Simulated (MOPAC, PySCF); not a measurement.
Potential energy curve for OH (anion, charge -1), singlet.

- AM1, restricted, heats of formation (MOPAC)
- RKS-LDA (SVWN5)/6-31G* = restricted LDA (SVWN5)/6-31G*, spherical d (PySCF 2.14.0)
- UMP2/3-21G = unrestricted MP2 (frozen core)/3-21G in PySCF
- UCCSD(T) = CCSD(T) on UHF/aug-cc-pVTZ, 1 core orbital frozen (PySCF)

Energies relative to the lowest point of each curve near equilibrium, in kJ/mol; the last columns give the difference from UCCSD(T):

```
R / Å    AM1  RKS-LDA (SVWN5)/6-31G*  UMP2/3-21G  UCCSD(T)  AM1 − UCCSD(T)  RKS-LDA (SVWN5)/6-31G* − UCCSD(T)  UMP2/3-21G − UCCSD(T)
-----  -----  ----------------------  ----------  --------  --------------  ---------------------------------  ---------------------
0.77    90.0                   174.9       215.2     152.3           -62.4                               22.5                   62.9
0.81    49.8                   104.7       139.9      86.8           -37.1                               17.9                   53.1
0.87    13.7                    39.9        65.8      28.4           -14.8                               11.4                   37.4
0.91     2.7                    16.2        35.4       9.0            -6.3                                7.3                   26.4
0.94     0.0                     6.0        19.9       1.9            -1.9                                4.1                   18.0
0.97     1.4                     1.0         9.4       0.0             1.4                                1.0                    9.4
1.00     6.3                     0.0         3.0       2.2             4.1                               -2.2                    0.8
1.03    14.2                     2.3         0.0       7.8             6.5                               -5.4                   -7.8
1.07    28.7                     9.5         0.1      19.2             9.5                               -9.8                  -19.1
1.13    57.1                    26.3         7.0      42.5            14.7                              -16.2                  -35.5
1.20    97.3                    51.6        22.2      75.1            22.2                              -23.4                  -52.9
1.31   168.5                    97.3        55.3     131.9            36.6                              -34.6                  -76.5
1.45   260.9                   156.8       130.7     203.3            57.7                              -46.5                  -72.6
1.58   340.8                   208.8       185.4     261.8            79.1                              -52.9                  -76.4
1.73   423.6                   262.8       228.7     319.4           104.2                              -56.6                  -90.7
1.94   523.9                   326.0       264.4     382.9           141.1                              -56.8                 -118.5
2.13   598.1                       —       281.9     421.0           177.1                                  —                 -139.1
2.38   669.8                       —       299.1     447.7           222.1                                  —                 -148.7
2.58   709.2                       —       317.2     458.4           250.8                                  —                 -141.2
2.88   747.5                       —       340.7     466.7           280.8                                  —                 -126.0
3.37   778.7                       —       430.3     472.3           306.4                                  —                  -42.0
3.84   792.0                       —       440.3     474.5           317.5                                  —                  -34.2
```

AM1 is furthest from UCCSD(T) at 3.84 (317.5 kJ/mol, above); its mean absolute difference over the points is 97.9 kJ/mol.

RKS-LDA (SVWN5)/6-31G* is furthest from UCCSD(T) at 1.94 (-56.8 kJ/mol, below); its mean absolute difference over the points is 23.0 kJ/mol.

UMP2/3-21G is furthest from UCCSD(T) at 2.38 (-148.7 kJ/mol, below); its mean absolute difference over the points is 63.1 kJ/mol.

A dash means that the run gave no value there, or that the column was ended at a point which the program doubted or which failed a test of continuity chosen for this set; such a test can also cut sound points.

The restricted form behind AM1, RKS-LDA (SVWN5)/6-31G* keeps the bonding electrons paired and can't separate into open-shell fragments. Where the anion isn't bound against loss of the electron, the finite basis alone holds it. The unrestricted determinant behind UMP2/3-21G is spin-contaminated at 1.45 to 3.84 Å (<S²> up to 1.0, against 0.00 for a pure singlet). The unrestricted determinant behind UCCSD(T) is spin-contaminated at 1.31 to 3.84 Å (<S²> up to 1.0, against 0.00 for a pure singlet).
